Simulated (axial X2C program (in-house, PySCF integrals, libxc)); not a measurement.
# Outer orbitals of BBr⁻ at 2.083 Å, PBE0

Computed with an in-house all-electron X2C program for linear molecules (integrals from PySCF). Spin-free means the one-electron spin-free X2C Hamiltonian; two-component (2c) means X2C with spin–orbit coupling and atomic mean-field two-electron Coulomb and Gaunt terms, so the difference of the two also holds small scalar two-electron terms. Basis: Br dyall-acv3z [9s10p7d5f1g], B dyall-av3z [8s7p3d2f] (cores contracted in-house); Gaussian nuclei, density fitting, unrestricted open shells. Masses: Br 78.918 u, B 11.009 u.

The distance is close to the 2c PBE0 minimum; the highest filled and lowest empty levels are listed.

Spin-free orbitals, state M_S = 1/2, Λ = 1 (beyond evenly filled blocks: π+α) (Löwdin shares):

| symmetry | occupied | ε (eV) | atomic character |
| --- | --- | --- | --- |
| σα | yes | -16.81 | 74% Br s, 10% B p, 7% B d |
| σβ | yes | -16.74 | 74% Br s, 10% B p, 7% B d |
| σα | yes | -6.86 | 55% Br p, 34% B s, 4% Br s |
| σβ | yes | -6.28 | 61% Br p, 27% B s, 4% B p |
| π+α | yes | -3.69 | 80% Br p, 10% B p, 6% B d |
| π-α | yes | -3.55 | 81% Br p, 9% B p, 6% B d |
| π+β | yes | -3.47 | 83% Br p, 7% B p, 6% B d |
| π-β | yes | -3.47 | 83% Br p, 7% B p, 6% B d |
| σα | yes | -1.81 | 36% B s, 29% B p, 23% Br p |
| σβ | yes | -1.24 | 43% B s, 29% B p, 17% Br p |
| π+α | yes | 1.33 | 75% B p, 11% Br d, 7% Br p |
| π-α | no | 2.74 | 94% B p, 2% Br p |
| σα | no | 2.89 | 94% B p, 4% Br p |
| π+α | no | 2.94 | 97% B p |
| σβ | no | 3.05 | 86% B p, 8% Br p, 4% B s |

The highest filled level is positive, so this functional does not bind it, and the empty levels of an anion are set by the basis.

Spinors with spin–orbit coupling (state Ω = 1/2):

| ω | occupied | ε (eV) | atomic character | λ mixture |
| --- | --- | --- | --- | --- |
| -1/2 | yes | -16.82 | 74% Br s, 10% B p, 7% B d | 100% σ |
| 1/2 | yes | -16.75 | 74% Br s, 10% B p, 7% B d | 100% σ |
| -1/2 | yes | -6.86 | 55% Br p, 34% B s, 4% Br s | 100% σ |
| 1/2 | yes | -6.29 | 62% Br p, 27% B s, 4% B p | 100% σ |
| 1/2 | yes | -3.83 | 80% Br p, 10% B p, 6% B d | 99% π, 1% σ |
| -1/2 | yes | -3.63 | 82% Br p, 7% B p, 6% B d | 99% π, 1% σ |
| -3/2 | yes | -3.41 | 81% Br p, 9% B p, 6% B d | 100% π |
| 3/2 | yes | -3.33 | 82% Br p, 7% B p, 6% B d | 100% π |
| -1/2 | yes | -1.79 | 36% B s, 29% B p, 23% Br p | 99% σ, 1% π |
| 1/2 | yes | -1.23 | 42% B s, 29% B p, 17% Br p | 100% σ |
| 1/2 | yes | 1.32 | 76% B p, 11% Br d, 6% Br p | 100% π |
| -3/2 | no | 2.75 | 94% B p, 2% Br p | 100% π |
| -1/2 | no | 2.90 | 95% B p, 3% Br p | 100% σ |
| 1/2 | no | 2.95 | 97% B p | 100% π |
| 1/2 | no | 3.06 | 88% B p, 7% Br p, 3% B s | 100% σ |

The highest filled level is positive, so this functional does not bind it, and the empty levels of an anion are set by the basis.

Mulliken charges and populations of the two-component result (they depend on the basis, above all on diffuse functions):

Br -0.24 e (s 7.92 p 17.26 d 10.05), B -0.76 e (s 3.98 p 1.71 d 0.05 f 0.01). ⟨Lz⟩ = 1.00 ħ and ⟨Sz⟩ = -0.50 ħ (0.03 and -0.53 on the two atoms), which add up to Ω.

Occupations by symmetry block were frozen at the best pattern of an incomplete PBE0 search. Density functionals use the spin component along the axis (collinear). Without a current term, density functionals place determinants with orbital angular momentum somewhat too high. The highest occupied level of some functionals is positive through self-interaction error; at Hartree–Fock it is bound.
